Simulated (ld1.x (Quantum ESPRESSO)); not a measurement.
# F (Z = 9), RRKJ: configuration errors across variants

- Element: F
- Generator: ld1.x (Quantum ESPRESSO) 7.5
- Type: norm-conserving RRKJ (Kleinman–Bylander form)
- Functional: PBE
- Relativity: scalar-relativistic
- Frozen core: [He]
- Valence charge: 7
- Reference configuration: 2s2 2p5
- Partial waves: 2s (bound): rc 0.65 bohr; 3d channel at 0.3 Ry: rc 1.15 bohr; 2p (bound): rc 1.20 bohr
- Local potential: the p channel
- Core correction: Bessel-smoothed model core inside 0.50 bohr
- rho0: 0.01

All-electron excitation energies from the reference (eV): (1) 2s2 2p4 19.390; (2) 2s2 2p3 57.775; (3) 2s2 2p2 118.413; (4) 2s2 2p5.3 -2.670; (5) 2s1 2p5 38.493; (6) 2s1 2p6 18.814; (7) 2s2 2p4.5 7.543.

Errors AE − PS in meV (a dash: test not solved or not reliable):

```tsv
change	(1)	(2)	(3)	(4)	(5)	(6)	(7)	bound ghosts
base	-9.2	+5.0	+205	-0.5	-33	+12	-3.0	none
wave 2p (bound): rc 1.20 bohr becomes 2p (bound): rc 0.74 bohr	-2.5	-5.0	+11	+0.3	+0.9	+0.2	-0.9	none
wave 2p (bound): rc 1.20 bohr becomes 2p (bound): rc 0.86 bohr	-3.5	-5.0	+33	+0.2	-1.0	+3.9	-1.2	none
wave 2p (bound): rc 1.20 bohr becomes 2p (bound): rc 1.02 bohr	-5.8	-3.2	+90	0.0	-11	+8.6	-1.9	none
wave 2p (bound): rc 1.20 bohr becomes 2p (bound): rc 1.10 bohr	-7.3	-0.9	+135	-0.2	-20	+10	-2.4	none
wave 2p (bound): rc 1.20 bohr becomes 2p (bound): rc 1.24 bohr	-10	+7.6	+233	-0.6	-39	+12	-3.3	none
wave 2p (bound): rc 1.20 bohr becomes 2p (bound): rc 1.34 bohr	-13	+29	+400	-1.1	-69	+13	-4.5	none
wave 2p (bound): rc 1.20 bohr becomes 2p (bound): rc 1.46 bohr	-14	+59	+594	-1.6	-102	+12	-5.5	none
wave 2p (bound): rc 1.20 bohr becomes 2p (bound): rc 1.58 bohr	-14	+112	+873	-2.3	-145	+8.5	-6.5	none
wave 2p (bound): rc 1.20 bohr becomes 2p (bound): rc 1.78 bohr	-5.7	+274	+1594	-3.5	-243	-4.5	-7.3	none
```

Task: Give the same row for: wave 2p (bound): rc 1.20 bohr becomes 2p (bound): rc 1.66 bohr.

Result: -12, +163, +1117, -2.7, -180, +4.7, -7.0; bound ghosts: none.
